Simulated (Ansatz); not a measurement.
Z-matrix (Å, degrees):
```
C
N 1 1.441
H 1 1.095 2 111.8
H 1 1.094 2 111.4 3 121.6
H 1 1.089 2 108.2 3 -119.3
C 2 1.327 1 123.5 3 115.0
H 2 1.007 1 117.7 3 -63.0
B 6 1.483 2 156.9 1 1.6
C 6 1.365 2 142.0 1 -179.0
H 8 1.184 6 151.6 2 -0.5
H 9 1.081 6 139.3 2 0.3
```

The species carries charge 0 and has multiplicity 1.

Q: List the PBE/def2-TZVPP orbital energies in eV (Ansatz). (An estimate is asked.)

A: Ansatz gave: Occupied: -381.43, -269.84, -269.66, -268.51, -176.00, -23.61, -19.72, -17.31, -14.49, -12.58, -12.11, -11.01, -9.95, -9.70, -8.57, -7.11, -6.40, -5.66. Lowest empty: -0.30, 0.20, 0.43, 0.97, 1.60, 1.72, 2.15, 2.39.
